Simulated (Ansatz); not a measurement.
```xyz
13

C    -0.403    1.431   -2.219
C    -0.030    1.183   -0.971
Se   -1.225    0.833    0.451
C    -0.013   -0.257    1.526
C     0.287   -1.611    0.921
H     0.331    1.705   -2.969
H    -1.439    1.381   -2.533
H     1.016    1.230   -0.677
H     0.893    0.331    1.683
H    -0.515   -0.348    2.491
H    -0.626   -2.194    0.790
H     0.759   -1.510   -0.059
H     0.967   -2.176    1.566
```

Total charge 0; spin multiplicity 1.

List the PBE0/def2-TZVPP orbital energies in eV (Ansatz). (Estimate.)

Computed: Occupied: -12361.36, -1584.15, -1421.18, -1421.16, -1421.10, -279.07, -279.00, -278.12, -278.10, -214.57, -158.16, -158.06, -157.86, -58.17, -58.16, -57.99, -57.90, -57.87, -22.52, -21.53, -19.14, -17.07, -15.51, -13.06, -13.02, -12.04, -11.54, -11.01, -10.22, -9.48, -8.83, -8.29, -6.01. Lowest empty: -0.09, 0.54, 1.36, 1.69, 2.11, 2.50, 2.70, 3.09.
